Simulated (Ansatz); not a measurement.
`BCC[SiH2]Cl` → `BCCCl` + `[SiH2]` at 700 K and 1 bar (silylene formation by 1,1-elimination).

Program: Ansatz. Geometries: PBE0-D4/def2-TZVP. ΔE: electronic, gas phase. CCSD(T)/CBS is the MP2 limit (def2-TZVPP, def2-QZVPP) plus CCSD(T) − MP2 in def2-TZVPP, frozen cores. This one scheme is used for every species. Each species was taken in one conformer, which may not be the lowest.

| species | CCSD(T)/CBS energy (Eh) | H − E (kJ/mol) | S (J/(mol·K)) |
| --- | --- | --- | --- |
| `BCC[SiH2]Cl` | -854.60427 | 337.2 | 506.4 |
| `BCCCl` | -564.26783 | 266.4 | 408.6 |
| `[SiH2]` | -290.19011 | 56.3 | 240.4 |

H − E and S are ideal-gas, rigid-rotor, harmonic terms from PBE0-D4/def2-TZVP, for one conformer and one mirror image of each species. 1 Eh = 2625.50 kJ/mol, R = 8.31446 J/(mol·K).

Question: By hand: ΔE, ΔH, ΔS and ΔG.

Answer: ΔE = (-564.26783) + (-290.19011) − (-854.60427) = 0.14633 Eh = 384.2 kJ/mol. Δ(H − E) = 266.4 + 56.3 − 337.2 = -14.5, so ΔH = 369.7 kJ/mol. ΔS = 408.6 + 240.4 − 506.4 = 142.6 J/(mol·K). ΔG = 369.7 − 700 × (142.6)/1000 = 269.9 kJ/mol.

Question: By hand: the equilibrium constant, and the temperature at which ΔG would vanish if ΔH and ΔS stayed fixed.

Answer: log₁₀ K = −ΔG/(RT ln 10) = -20.1. ΔG = 0 at ΔH/ΔS = 2593 K, far beyond where these terms or the molecules hold.

The number of gas molecules changes by +1, which sets the sign of ΔS. A doubt of 5 kJ/mol in ΔE shifts log₁₀ K by 0.4 here. Other conformers and mirror images would add mixing entropy, several J/(mol·K) or more a flexible species. Modes under 60 cm⁻¹, often nearly free rotors, make the harmonic entropy too high. These are equilibria of isolated gas molecules and say nothing of rates. Largest T1 diagnostic: 0.014 (customary marks: 0.02 for closed shells, 0.045 for open ones).
